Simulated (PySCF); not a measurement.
Method: PBE-D3(BJ)/def2-TZVP (PySCF). Gas-phase values, no solvent. Excitations are Tamm–Dancoff values on a coarser integration grid. The basis has no diffuse functions, so Rydberg states are missing or too high.

Reference species (SMILES): `[SiH3]B([SiH3])Br` (neutral, multiplicity 1).

```json
{
  "dipole_moment": "0.06 D",
  "S1 excitation (TDA)": "2.82 eV",
  "S1 oscillator strength": "0.000",
  "HOMO": "-6.30 eV"
}
```

Changed species: `[SiH3]B([SiH3])[SiH3]` (3 of 3 Br replaced by SiH3; the reference has 2 of 3 Br replaced by SiH3).

**Question.** Predict the effect on the dipole moment, S1 excitation (TDA), S1 oscillator strength and HOMO.

**Answer.** the dipole moment is nearly the same; the S1 excitation (TDA) rises by 0.26 eV, to 3.08 eV; the S1 oscillator strength stays essentially unchanged; the HOMO falls by 0.56 eV, to -6.86 eV.
